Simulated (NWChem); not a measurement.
AgH3O2; SMILES [OH2]->[Ag][OH]

```xyz
6

Ag     0.0192    -0.0707    -0.0084
O     -0.1083    -2.0442     0.0543
H      0.6725    -2.3992    -0.3867
O      0.0020     2.1278    -0.0080
H      0.0304     2.5326     0.8670
H     -0.7557     2.5230    -0.4555
```
Atoms are numbered in this order, from 1.

Results from NWChem. Geometry: optimised at PBE0/def2-SVP. def2 effective core potentials on Ag; no spin-orbit coupling. Vertical excitations in the gas phase; the lowest state need not have the same character in each row.

| level | lowest excitation, singlet (eV) | oscillator strength of that lowest state | lowest state with f > 0.02, singlet (eV) | oscillator strength of that bright state | lowest triplet (eV) | orbital gap (eV) |
|---|---|---|---|---|---|---|
| PBE/def2-SVP, TDA | 2.65 | 0.009 | 3.61 | 0.050 | 2.39 | 2.53 |
| B3LYP/def2-SVP, TDA | [?] | [?] | [?] | 0.051 | [?] | [?] |
| BHandHLYP/def2-SVP, TDA | 4.13 | 0.021 | 4.13 | 0.021 | 3.58 | 6.83 |

Q: Fill in the missing entries.

A: 
- B3LYP/def2-SVP, TDA, lowest excitation, singlet (eV): 3.24
- B3LYP/def2-SVP, TDA, oscillator strength of that lowest state: 0.014
- B3LYP/def2-SVP, TDA, lowest state with f > 0.02, singlet (eV): 3.99
- B3LYP/def2-SVP, TDA, lowest triplet (eV): 2.94
- B3LYP/def2-SVP, TDA, orbital gap (eV): 4.24
